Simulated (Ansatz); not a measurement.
`[SiH3][Sn]([Cl])([Cl])[Cl]` + `CC(=N)O` → `C/C(O)=N\[SiH3]` + `[Cl][SnH]([Cl])[Cl]`  (cleavage of the Si–Sn bond)

Isolated molecules relaxed with PBE0-D4/def2-TZVP in Ansatz; ΔE leaves out vibrations. CCSD(T)/CBS is the MP2 limit (def2-TZVPP, def2-QZVPP) plus CCSD(T) − MP2 in def2-TZVPP, frozen cores. DFT in def2-TZVPP. Elements past krypton have def2 core potentials. For Sn outer-core shells are correlated without core-valence functions, which leaves a few kJ/mol of doubt a bond. One conformer a species, not always the lowest.

**Question.** Is it downhill or uphill in electronic energy at CCSD(T)/CBS, and by how much? (Estimate.)

**Answer.** Computed: Nearly level: ΔE = +2.7 kJ/mol.

**Question.** What do these levels give: r2SCAN-D4, ωB97M-V, CCSD(T)/def2-TZVPP, HF/def2-QZVPP, MP2/def2-QZVPP, MP2/CBS(def2)? (Best estimate.)

**Answer.** The calculation gave: r2SCAN-D4 1.7, ωB97M-V -2.3, CCSD(T)/def2-TZVPP -0.9, HF/def2-QZVPP -14.0, MP2/def2-QZVPP -0.8, MP2/CBS(def2) 1.1 kJ/mol.

Largest T1 diagnostic among the species: 0.013.

In def2-TZVPP, CCSD(T) changes the Hartree–Fock value by +12.1 kJ/mol (the triples alone add +0.7 kJ/mol) and MP2 by +10.5 kJ/mol. From PBE to PBE0 (25 % exact exchange), in def2-TZVPP and without D4, ΔE moves by −4.8 kJ/mol.
